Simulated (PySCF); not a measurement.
# Electron correlation in C (carbon, neutral)

[He] 2s2 2p2, high-spin 3P determinant. Computed with PySCF 2.14 in def2-TZVPPD, with no relativity, point nucleus. Frozen: nothing; 6 electrons correlated.

```csv
level,correlation energy (mhartree)
CCSD,-103.62
(T),-2.22
CCSD(T),-105.84
CCSDT,-106.34
```

Diagnostics: T1 = 0.0075, D1 = 0.0173, largest double amplitude 0.104.

Cost of the coupled-cluster step: about 1.1 core-seconds, for 6 correlated electrons.

Iterations:

```
CC2 = 0
CCSD nocc = (np.int64(4), np.int64(2)), nmo = (37, 37)
frozen orbitals [[], []]
max_cycle = 100
direct = 0
conv_tol = 1e-08
conv_tol_normt = 1e-06
diis_space = 8
diis_start_cycle = 0
Init t2, MP2 energy = -0.0824523690148393
Init E_corr(UCCSD) = -0.0824523690183677
cycle = 1  E_corr(UCCSD) = -0.0967374673766206  dE = -0.0142850984  norm(t1,t2) = 0.0460657
cycle = 2  E_corr(UCCSD) = -0.100672438663067  dE = -0.00393497129  norm(t1,t2) = 0.020554
cycle = 3  E_corr(UCCSD) = -0.10366677390607  dE = -0.00299433524  norm(t1,t2) = 0.0106634
cycle = 4  E_corr(UCCSD) = -0.103604171340692  dE = 6.26025654e-05  norm(t1,t2) = 0.00158164
cycle = 5  E_corr(UCCSD) = -0.103626586344035  dE = -2.24150033e-05  norm(t1,t2) = 0.000301367
cycle = 6  E_corr(UCCSD) = -0.10361945967055  dE = 7.12667349e-06  norm(t1,t2) = 6.73661e-05
cycle = 7  E_corr(UCCSD) = -0.103622190242868  dE = -2.73057232e-06  norm(t1,t2) = 1.71442e-05
cycle = 8  E_corr(UCCSD) = -0.103622083664895  dE = 1.06577972e-07  norm(t1,t2) = 5.23662e-06
cycle = 9  E_corr(UCCSD) = -0.10362191084812  dE = 1.72816775e-07  norm(t1,t2) = 1.79139e-06
cycle = 10  E_corr(UCCSD) = -0.103621995556561  dE = -8.47084407e-08  norm(t1,t2) = 4.45971e-07
cycle = 11  E_corr(UCCSD) = -0.103621996194637  dE = -6.38076286e-10  norm(t1,t2) = 8.94261e-08
UCCSD converged
E(UCCSD) = -37.79615256125167  E_corr = -0.1036219961946374
UCCSD(T) correction = -0.00221722861671502
```

This basis was not built for core-valence correlation, so the inner-shell part is incomplete.
